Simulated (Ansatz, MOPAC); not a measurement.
Species: H$_{5}$Si$_{2}$O$_{3}$, net charge 0, doublet state. SMILES: O[Si](O)(O)[SiH2]

Atoms: O1, Si2, O3, O4, Si5, H6, H7, H8, H9, H10. Bonds: O1-Si2, O1-H6, Si2-O3, Si2-O4, Si2-Si5, O3-H7, O4-H8, Si5-H9, Si5-H10.

Bond lengths (Å) and angles (degrees) optimised at PM7 with MOPAC; HF/6-31G* with Ansatz (a first-principles code); B3LYP/6-31G* with Ansatz, each started from the B3LYP-D3(BJ)/def2-TZVP structure (Ansatz) of the last column. A row stands for all coordinates that are equal there; 12 of 19 kinds are shown. 6-31G* holds six Cartesian d functions.

```
coordinate             PM7  HF/6-31G*  B3LYP/6-31G*  B3LYP-D3(BJ)/def2-TZVP
----------  --------------  ---------  ------------  ----------------------
O1-Si2               1.595      1.638         1.656                   1.639
O1-H6                0.960      0.948         0.970                   0.962
Si2-O3               1.593      1.638         1.658                   1.642
Si2-O4               1.607      1.648         1.669                   1.653
Si2-Si5              2.189      2.328         2.330                   2.329
O3-H7       0.953 to 0.965      0.947         0.968                   0.961
Si5-H9               1.447      1.479         1.493                   1.486
O1-Si2-O3            112.6      110.2         109.6                   109.6
O1-Si2-O4            109.1      111.6         113.3                   113.2
O1-Si2-Si5           106.0      105.5         104.3                   104.2
O3-Si2-O4            104.2      103.4         103.1                   103.8
O3-Si2-Si5           108.6      111.8         112.5                   112.2
```

A range marks coordinates that this level makes unequal.

Mean signed difference of all 9 bond lengths from B3LYP-D3(BJ)/def2-TZVP: PM7 -0.041 Å, HF/6-31G* -0.007 Å, B3LYP/6-31G* 0.009 Å.
